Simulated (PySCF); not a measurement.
Symmetry of computed structures. Computed with PBE0/pcSseg-1 in PySCF (dipole) on a GFN2-xTB geometry, gas phase. The symmetry is that of the one conformer found, every atom within 0.08 Å of its image; none is proved a minimum here.

(1) `[OH:1][c:2]1[cH:3][cH:4][cH:5][c:6]([Cl:7])[n:8]1` with H–O1–C2–C3 180°: symmetry, top, dipole?

(2) `[CH2:1]=[CH:2][CH2:3][CH2:4][C:5](=[CH2:6])[CH:7]=[CH2:8]` with C1–C2–C3–C4 -118°, C2–C3–C4–C5 -179°, C3–C4–C5–C6 100°, C4–C5–C7–C8 -2°: symmetry, top, dipole?

(3) `[CH2:1]=[CH:2][C@@:3]1([CH2:4][CH2:5][CH3:6])[SiH2:7][C@H:8]1[CH3:9]` with C1–C2–C3–C4 -26°, C2–C3–C4–C5 -59°, C3–C4–C5–C6 -65°: symmetry, top, dipole?

Answers

(1) Cs; asymmetric top; symmetry number 1; 2 operations, which sort the 12 atoms into 12 sets; dipole 1.84 D, in the ab plane, which is the mirror; A, B, C = 3416, 1307, 945.5 MHz; heavy atoms equivalent by symmetry: none.

(2) C1; asymmetric top; symmetry number 1; this conformer is chiral (no improper operation); dipole 0.17 D.

(3) C1; asymmetric top; symmetry number 1; this conformer is chiral (no improper operation); dipole 0.72 D; A, B, C = 1571, 1074, 928.6 MHz.
